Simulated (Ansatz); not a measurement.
A structure relaxed at PBE-D4/def2-SVP in Ansatz, charge 0, singlet:

```xyz
5

Ge    0.000    0.000    0.000
Cl    1.146   -1.626   -0.808
Cl   -1.016    1.020   -1.593
Cl    1.312    1.370    1.006
Cl   -1.442   -0.764    1.395
```

**Question.** Give its formula, name or SMILES and point group.

**Answer.** GeCl4. Point group Td (tolerance 0.1 Å).

**Question.** Summarise the bond lengths by kind (pairs closer than 1.2 times the sum of covalent radii, bridged metal pairs left out).

**Answer.** 4 × Cl–Ge 2.15 Å.
